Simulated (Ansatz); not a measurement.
`[CH3][Al]([NH2])[SiH3]` + H₂O → `[CH3][Al]([OH])[SiH3]` + NH₃ at 298.15 K and 1 bar (formal hydrolysis of the Al–N bond).

Isolated molecules relaxed with PBE0-D4/def2-TZVP in Ansatz; ΔE leaves out vibrations. CCSD(T)/CBS is the MP2 limit (def2-TZVPP, def2-QZVPP) plus CCSD(T) − MP2 in def2-TZVPP, frozen cores. This one scheme is used for every species. Each species was taken in one conformer, which may not be the lowest.

```
                 species  CCSD(T)/CBS energy (Eh)  H − E (kJ/mol)  S (J/(mol·K))
`[CH3][Al]([NH2])[SiH3]`               -628.70637           250.4          381.1
                     H₂O                -76.37941            66.4          188.7
 `[CH3][Al]([OH])[SiH3]`               -648.59287           217.8          380.1
                     NH₃                -56.50880           100.5          192.4
```

H − E and S are ideal-gas, rigid-rotor, harmonic terms from PBE0-D4/def2-TZVP, for one conformer and one mirror image of each species. 1 Eh = 2625.50 kJ/mol, R = 8.31446 J/(mol·K).

Q: By hand: ΔE, ΔH, ΔS and ΔG.

A: ΔE = (-648.59287) + (-56.50880) − (-628.70637) − (-76.37941) = -0.01589 Eh = -41.7 kJ/mol. Δ(H − E) = 217.8 + 100.5 − 250.4 − 66.4 = 1.5, so ΔH = -40.2 kJ/mol. ΔS = 380.1 + 192.4 − 381.1 − 188.7 = 2.7 J/(mol·K). ΔG = -40.2 − 298.15 × (2.7)/1000 = -41.0 kJ/mol.

Q: By hand: the equilibrium constant, and the temperature at which ΔG would vanish if ΔH and ΔS stayed fixed.

A: log₁₀ K = −ΔG/(RT ln 10) = 7.2. ΔH and −TΔS have one sign here, so there is no such temperature. One of them is within its doubt of zero, so this could turn.

The number of gas molecules stays the same, so ΔS is small and ΔH decides. A doubt of 5 kJ/mol in ΔE shifts log₁₀ K by 0.9 here. Other conformers and mirror images would add mixing entropy, several J/(mol·K) or more a flexible species. Modes under 60 cm⁻¹, often nearly free rotors, make the harmonic entropy too high. These are equilibria of isolated gas molecules and say nothing of rates. Largest T1 diagnostic: 0.013 (customary marks: 0.02 for closed shells, 0.045 for open ones).
